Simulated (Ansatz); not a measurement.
Species: AlH$_{2}$, charge 1, multiplicity 1. SMILES: [AlH2+]
Geometry: optimised at B3LYP-D3(BJ)/def2-TZVP (Ansatz, a program for electronic structure).

Wanted: vertical electron affinity (to the doublet state of charge +0; a negative value means that the extra electron is unbound and the number depends on the basis; each state is the SCF solution reached for its spin), in eV. Cores are frozen in the correlated levels unless marked. UHF or UKS for open shells. Spin-orbit coupling is left out. No relativistic terms. CBS marks a two-point X^-3 extrapolation of the correlation energy; Hartree-Fock from the larger set.

CCSD(T)/CBS(aug-cc-pV(T+d)Z,aug-cc-pV(Q+d)Z) (Ansatz) gives 6.06 eV.

Question: Another calculation gave 6.27 eV. Which level was it?
A) CAM-B3LYP/def2-TZVPD (Ansatz)
B) PBE/def2-TZVPD (Ansatz)
C) wB97M-V/def2-TZVPD (Ansatz)

Answer: B, PBE/def2-TZVPD (Ansatz). The others give 5.93 (wB97M-V), 6.14 (CAM-B3LYP) eV.
